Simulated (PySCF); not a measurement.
Cl₄Ti, triplet, geometry from GFN2-xTB (such geometries of metal compounds can be far from the true shape) (the multiplicity is a formal guess), atoms displaced at random by about 0.1 Å a coordinate; PBE/STO-3G run with PySCF.

PySCF was given this input:
```python
from pyscf import gto, scf, dft
from pyscf.geomopt import geometric_solver

mol = gto.Mole()
mol.atom = '''
    Ti   -0.03266114    0.09560403    0.14248557
    Cl    1.86874755   -0.58296064   -1.24850309
    Cl    0.59058404    0.59849370    2.04691989
    Cl   -0.96446883    1.91124321   -0.97493624
    Cl   -1.35035785   -1.69322008    0.01676270
'''
mol.basis = 'sto-3g'
mol.spin = 2
mol.verbose = 3
mol.build()

def method(m):
    mf = dft.UKS(m)
    mf.xc = 'pbe'
    return mf

conv, mol_eq = geometric_solver.kernel(method(mol), maxsteps=100)
print('optimisation converged:', conv)
print(mol_eq.tostring(format='xyz'))
mf = method(mol_eq)
mf.kernel()
```

Q: Write the output that PySCF gives for this input, abridged.

A: 
```
Custom engine selected.
Bonds will be generated from interatomic distances less than 1.20 times sum of covalent radii
15 internal coordinates being used (instead of 15 Cartesians)
Internal coordinate system (atoms numbered from 1):
Distance 1-2
Distance 1-3
Distance 1-4
Distance 1-5
Angle 2-1-3
Angle 2-1-4
Angle 2-1-5
Angle 3-1-4
Angle 3-1-5
Angle 4-1-5
Translation-X 1-5
Translation-Y 1-5
Translation-Z 1-5
Rotation-A 1-5
Rotation-B 1-5
Rotation-C 1-5
<class 'geometric.internal.Distance'> : 4
<class 'geometric.internal.Angle'> : 6
<class 'geometric.internal.TranslationX'> : 1
<class 'geometric.internal.TranslationY'> : 1
<class 'geometric.internal.TranslationZ'> : 1
<class 'geometric.internal.RotationA'> : 1
<class 'geometric.internal.RotationB'> : 1
<class 'geometric.internal.RotationC'> : 1
> ===== Optimization Info: ====
> Job type: Energy minimization
> Maximum number of optimization cycles: 100
> Initial / maximum trust radius (Angstrom): 0.100 / 0.300
> Convergence Criteria:
> Will converge when all 5 criteria are reached:
>  |Delta-E| < 1.00e-06
>  RMS-Grad  < 3.00e-04
>  Max-Grad  < 4.50e-04
>  RMS-Disp  < 1.20e-03
>  Max-Disp  < 1.80e-03
> === End Optimization Info ===

Geometry optimization cycle 1
Cartesian coordinates (Angstrom)
 Atom        New coordinates             dX        dY        dZ
  Ti  -0.032661   0.095604   0.142486    0.000000  0.000000  0.000000
  Cl   1.868748  -0.582961  -1.248503    0.000000  0.000000  0.000000
  Cl   0.590584   0.598494   2.046920    0.000000  0.000000  0.000000
  Cl  -0.964469   1.911243  -0.974936    0.000000  0.000000  0.000000
  Cl  -1.350358  -1.693220   0.016763    0.000000  0.000000  0.000000

WARN: Mole.unit (angstrom) is changed to Bohr

SCF not converged.
SCF energy = -2660.59854963594 after 50 cycles  <S^2> = 2.0024668  2S+1 = 3.0016441
--------------- UKS_Scanner gradients ---------------
         x                y                z
0 Ti     0.0050897323     0.0286707391     0.0692375591
1 Cl     0.0232329299    -0.0127354412    -0.0122936372
2 Cl    -0.0181219258    -0.0166384648    -0.0568384944
3 Cl    -0.0072659579     0.0061135235    -0.0000116975
4 Cl    -0.0027435221    -0.0054844301    -0.0000401839
----------------------------------------------
cycle 1: E = -2660.59854964  dE = -2660.6  norm(grad) = 0.102267
Traceback (most recent call last):
  File "input.py", line 22, in <module>
RuntimeError: Nuclear gradients of <pyscf.scf.hf.UKS_Scanner object> not converged
```

The program stopped with an error.
